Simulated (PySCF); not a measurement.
C4H6ClF, SMILES F[C@H](Cl)CC=C.

Coordinates come from a B3LYP-D3(BJ)/def2-SVP optimisation. The structure was generated by enumeration; whether it is a known compound was not checked. Other conformers were not sampled.

Vertical ionisation energy (IE) and electron affinity (EA) in eV. Rows of orbital energies are one-electron estimates. Where ΔSCF, EOM or ADC give a negative EA the extra electron is unbound and the value depends on the basis.

```
level                                           IE     EA
-------------------------------------------  -----  -----
−ε(HOMO), −ε(LUMO), ωB97X/def2-TZVP (PySCF)  10.29  -1.81
−ε(HOMO), −ε(LUMO), PBE/def2-TZVP (PySCF)     6.75   1.42
```
